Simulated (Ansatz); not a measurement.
`[NH2][Mo]([NH2])(=[S])=[S]`. Total charge 0; spin multiplicity 1. Mo takes the def2 core potential.

```tsv
atom	x (Å)	y (Å)	z (Å)
N1	1.276	0.954	0.443
Mo2	-0.478	0.190	0.316
N3	-0.518	-1.255	-0.944
S4	-0.987	-0.583	2.206
S5	-1.789	1.686	-0.372
H6	1.977	0.644	1.098
H7	1.596	1.723	-0.126
H8	-0.728	-1.140	-1.923
H9	-0.349	-2.218	-0.698
```

Problem. List the harmonic frequencies (cm⁻¹, unscaled) at PBE0-D4/def2-TZVP in Ansatz. (An estimate is asked.)

Solution. The calculation gave: 148, 167, 177, 217, 228, 263, 342, 379, 401, 562, 565, 639, 688, 707, 715, 1525, 1528, 3580, 3584, 3691, 3691.

Problem. Is this a minimum?

Solution. Yes, all 21 modes are real.

Problem. Give the ideal-gas thermochemistry at 298.15 K and 1 bar (rigid rotor, harmonic oscillator; point group C2v, symmetry number 2).

Solution. Zero-point energy 142.3 kJ/mol; H(298) − E = 166.0 kJ/mol; entropy 364.7 J/(mol·K), of which translation 174.4, rotation 112.4, vibration 77.9; G(298) − E = 57.2 kJ/mol.

Problem. And at 400, 500, 600, 800 and 1000 K?

Solution. 
| T (K) | H − E (kJ/mol) | S (J/mol/K) | G − E (kJ/mol) |
| --- | --- | --- | --- |
| 400 | 179.3 | 402.9 | 18.1 |
| 500 | 193.4 | 434.6 | -23.8 |
| 600 | 208.4 | 461.8 | -68.7 |
| 800 | 240.0 | 507.2 | -165.8 |
| 1000 | 273.3 | 544.3 | -271.0 |

Problem. Rotational constants (cm⁻¹)?

Solution. 0.08224, 0.05825, 0.05265.
